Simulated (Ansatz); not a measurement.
Basis-set extrapolation for BFH4O2Si, SMILES `OB(O)[SiH2]F` (PBE0-D4/def2-TZVP geometry, frozen core, the Gaussian-basis code of Ansatz). Multiplicity 1, RHF reference.

|  | def2-TZVPP | def2-QZVPP |
| --- | --- | --- |
| HF | -565.413864 | -565.436396 |
| MP2 correlation | -0.944058 | -1.023910 |
| CCSD(T) correlation | -1.002482 | not run |

Energies in hartree. Use E(X) = E(∞) + A·exp(−7.88·√X) for Hartree–Fock and E(X) = E(∞) + B·X^(−2.97) for correlation, with X = 3 and 4, and add CCSD(T) minus MP2 of the smaller set to the MP2 limit.

Task: What is the CCSD(T) energy at the basis-set limit?

Result: HF limit: -565.436396 + (-0.022532) × 0.13774 = -565.43950. MP2 limit: -1.023910 + (-0.079852) × 0.74074 = -1.08306. Higher-order term: -1.002482 − (-0.944058) = -0.05842. Total: -566.58098 hartree, 432.2 kJ/mol below CCSD(T)/def2-TZVPP.
